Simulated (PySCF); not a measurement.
PySCF input file for Mg(Cl)(Me) (CH₃ClMg), SMILES [Cl][Mg][CH3], TDDFT-B3LYP/def2-SVPD. The structure is a stationary point at PBE-D3(BJ)/def2-TZVP.

```python
import numpy as np
from pyscf import gto, scf, dft, tdscf

mol = gto.M(
    atom='''
    Mg    0.00000000   -0.00000000    0.46346464
    Cl   -0.00000000    0.00000000   -1.74356852
    C    -0.00000000    0.00000000    2.54274557
    H     0.88832991    0.51287751    2.94087193
    H    -0.00000000   -1.02575502    2.94087192
    H    -0.88832991    0.51287751    2.94087192
    ''',
    basis='def2-SVPD',
    charge=0,
    spin=0,
    symmetry=True,
    max_memory=1600,
    verbose=4,
)
mf = dft.RKS(mol, xc='b3lyp').density_fit(auxbasis='def2-universal-jkfit')
mf.grids.level = 3
mf.conv_tol = 1e-9
mf.max_cycle = 100
mf.kernel()
mf.grids = dft.Grids(mol).set(level=1).build(with_non0tab=True)  # coarser grid for the response kernel
td = tdscf.TDDFT(mf)
td.singlet = True
td.nstates = 10
td.conv_tol = 1e-4
td.kernel(x0=td.get_init_guess(mf, 15))
td.analyze()
tt = tdscf.TDA(mf)
tt.singlet = False
tt.nstates = 4
tt.conv_tol = 1e-4
tt.kernel(x0=tt.get_init_guess(mf, 9))
tt.analyze(verbose=3)
```

It prints:

```
PySCF version 2.14.0

[INPUT] verbose = 4
[INPUT] num. atoms = 6
[INPUT] num. electrons = 38
[INPUT] charge = 0
[INPUT] spin (= nelec alpha-beta = 2S) = 0
[INPUT] symmetry True subgroup None
[INPUT] Mole.unit = angstrom
[INPUT] Symbol           X                Y                Z      unit          X                Y                Z       unit  Magmom
[INPUT]  1 Mg     0.000000000000   0.000000000000   0.463464640000 AA    0.000000000000   0.000000000000   0.875821238020 Bohr   0.0
[INPUT]  2 Cl     0.000000000000   0.000000000000  -1.743568520000 AA    0.000000000000   0.000000000000  -3.294866982213 Bohr   0.0
[INPUT]  3 C      0.000000000000   0.000000000000   2.542745570000 AA    0.000000000000   0.000000000000   4.805092731751 Bohr   0.0
[INPUT]  4 H      0.888329910000   0.512877510000   2.940871930000 AA    1.678700238160   0.969198029349   5.557442515121 Bohr   0.0
[INPUT]  5 H      0.000000000000  -1.025755020000   2.940871920000 AA    0.000000000000  -1.938396058698   5.557442496224 Bohr   0.0
[INPUT]  6 H     -0.888329910000   0.512877510000   2.940871920000 AA   -1.678700238160   0.969198029349   5.557442496224 Bohr   0.0

nuclear repulsion = 102.112436614675
point group symmetry = C3v, use subgroup Cs
symmetry origin: [0.00000000e+00 0.00000000e+00 1.49188905e-09]
symmetry axis x: [ 8.66025403e-01 -5.00000002e-01 -4.36788732e-11]
symmetry axis y: [7.56544547e-11 4.36796125e-11 1.00000000e+00]
symmetry axis z: [-5.00000002e-01 -8.66025403e-01  7.56548815e-11]
num. orbitals of irrep A' = 62
num. orbitals of irrep A" = 30
number of shells = 40
number of NR pGTOs = 144
number of NR cGTOs = 92
basis = def2-SVPD
ecp = {}


[settings echo left out]
init E= -699.940927083195
HOMO (A') = -0.324030864152315  LUMO (A') = -0.0901121593861833  gap/eV = 6.36525
cycle= 1 E= -699.988466306845  delta_E= -0.0475  |g|= 0.496  |ddm|= 2.72
HOMO (A') = -0.203177764395445  LUMO (A') = -0.0319258867013654  gap/eV = 4.66000
cycle= 2 E= -699.911840307058  delta_E= 0.0766  |g|= 0.701  |ddm|= 1.85
HOMO (A') = -0.28199155743592  LUMO (A') = -0.0521421834362967  gap/eV = 6.25452
cycle= 3 E= -700.064576742636  delta_E= -0.153  |g|= 0.0457  |ddm|= 1.13
HOMO (A') = -0.273006131579909  LUMO (A') = -0.0503141813135399  gap/eV = 6.05976
cycle= 4 E= -700.065067325888  delta_E= -0.000491  |g|= 0.0249  |ddm|= 0.0951
HOMO (A') = -0.274454282344516  LUMO (A') = -0.0502706529371886  gap/eV = 6.10035
cycle= 5 E= -700.06523951251  delta_E= -0.000172  |g|= 0.00209  |ddm|= 0.0351
HOMO (A') = -0.274429212544915  LUMO (A') = -0.0501234968093778  gap/eV = 6.10367
cycle= 6 E= -700.065240712396  delta_E= -1.2e-06  |g|= 0.000699  |ddm|= 0.00361
HOMO (A') = -0.274574658602036  LUMO (A') = -0.0501883141508936  gap/eV = 6.10586
cycle= 7 E= -700.065240871148  delta_E= -1.59e-07  |g|= 4.46e-05  |ddm|= 0.000968
HOMO (A') = -0.274573255726287  LUMO (A') = -0.0501833604866597  gap/eV = 6.10596
cycle= 8 E= -700.065240871794  delta_E= -6.45e-10  |g|= 1.17e-05  |ddm|= 0.00018
HOMO (A') = -0.274571378023961  LUMO (A') = -0.0501840950539796  gap/eV = 6.10589
Extra cycle  E= -700.0652408718  delta_E= -6.03e-12  |g|= 1.22e-05  |ddm|= 4.53e-05
converged SCF energy = -700.0652408718
tot grids = 25144


******** <class 'pyscf.tdscf.rks.TDDFT'> for <class 'pyscf.df.df_jk.DFSymAdaptedRKS'> ********
nstates = 10 singlet
deg_eia_thresh = 1.000e-03
wfnsym = None
conv_tol = 0.0001
eigh lindep = 1e-12
eigh level_shift = 0
eigh max_cycle = 100


Excitation energies (eV)
[5.61536868 5.9279017  5.92790302 6.10591302 6.10592519 6.85048198
 6.85311322 6.85312309 7.00071552 7.13786569]

** Singlet excitation energies and oscillator strengths **
Excited State   1:  ???      5.61537 eV    220.79 nm  f=0.3016
      19 -> 20        0.69330
Excited State   2:  ???      5.92790 eV    209.15 nm  f=0.0104
      17 -> 20       -0.65498
      19 -> 22       -0.25638
Excited State   3:  ???      5.92790 eV    209.15 nm  f=0.0104
      18 -> 20        0.65499
      19 -> 21        0.25637
Excited State   4:  ???      6.10591 eV    203.06 nm  f=0.0862
      17 -> 20       -0.25726
      19 -> 22        0.65549
Excited State   5:  ???      6.10593 eV    203.06 nm  f=0.0862
      18 -> 20        0.25725
      19 -> 21       -0.65550
Excited State   6:   A"      6.85048 eV    180.99 nm  f=0.0000
      17 -> 21        0.49690
      18 -> 22       -0.49627
Excited State   7:  ???      6.85311 eV    180.92 nm  f=0.0000
      17 -> 21       -0.49660
      18 -> 22       -0.49723
Excited State   8:  ???      6.85312 eV    180.92 nm  f=0.0000
      17 -> 22        0.49691
      18 -> 21       -0.49692
Excited State   9:  ???      7.00072 eV    177.10 nm  f=0.0002
      16 -> 20       -0.29682
      17 -> 22        0.25882
      18 -> 21        0.25881
      19 -> 23        0.51947
Excited State  10:  ???      7.13787 eV    173.70 nm  f=0.0178
      16 -> 20        0.37509
      17 -> 22       -0.25612
      18 -> 21       -0.25612
      19 -> 23        0.46261

** Transition electric dipole moments (AU) **
state          X           Y           Z        Dip. S.      Osc.
  1        -0.0000      0.0000      1.4806      2.1923      0.3016
  2        -0.2316      0.1337      0.0000      0.0715      0.0104
  3         0.1337      0.2316      0.0000      0.0715      0.0104
  4        -0.6575      0.3796     -0.0000      0.5765      0.0862
  5         0.3796      0.6575     -0.0000      0.5765      0.0862
  6        -0.0000     -0.0000      0.0000      0.0000      0.0000
  7         0.0020      0.0034     -0.0000      0.0000      0.0000
  8         0.0034     -0.0020      0.0000      0.0000      0.0000
  9        -0.0000      0.0000     -0.0339      0.0011      0.0002
 10        -0.0000      0.0000     -0.3192      0.1019      0.0178

** Transition velocity dipole moments (imaginary part, AU) **
state          X           Y           Z        Dip. S.      Osc.
  1         0.0000      0.0000      0.3176      0.1009      0.3259
  2        -0.0490      0.0283      0.0000      0.0032      0.0098
  3         0.0283      0.0490      0.0000      0.0032      0.0098
  4        -0.1459      0.0843     -0.0000      0.0284      0.0844
  5         0.0843      0.1459     -0.0000      0.0284      0.0844
  6        -0.0000     -0.0000      0.0000      0.0000      0.0000
  7         0.0007      0.0012     -0.0000      0.0000      0.0000
  8         0.0012     -0.0007     -0.0000      0.0000      0.0000
  9        -0.0000      0.0000     -0.0035      0.0000      0.0000
 10        -0.0000      0.0000     -0.0805      0.0065      0.0165

** Transition magnetic dipole moments (imaginary part, AU) **
state          X           Y           Z
  1         0.0000      0.0000      0.0000
  2        -0.3545     -0.6140     -0.0000
  3        -0.6140      0.3545     -0.0000
  4         0.3793      0.6570      0.0000
  5         0.6570     -0.3794     -0.0000
  6         0.0000     -0.0000      0.0036
  7        -0.0029      0.0017      0.0000
  8         0.0017      0.0029      0.0000
  9         0.0000      0.0000      0.0000
 10         0.0000      0.0000     -0.0000


******** <class 'pyscf.tdscf.rks.TDA'> for <class 'pyscf.df.df_jk.DFSymAdaptedRKS'> ********
nstates = 4 triplet
deg_eia_thresh = 1.000e-03
wfnsym = None
conv_tol = 0.0001
eigh lindep = 1e-12
eigh level_shift = 0
eigh max_cycle = 100


Excitation energies (eV)
[4.51952607 5.73295829 5.73296012 5.7368975 ]

** Triplet excitation energies and oscillator strengths **
Excited State   1:  ???      4.51953 eV    274.33 nm  f=0.0000
Excited State   2:  ???      5.73296 eV    216.27 nm  f=0.0000
Excited State   3:  ???      5.73296 eV    216.27 nm  f=0.0000
Excited State   4:  ???      5.73690 eV    216.12 nm  f=0.0000
```

The run converged.

Cost: very roughly 26 core-seconds.
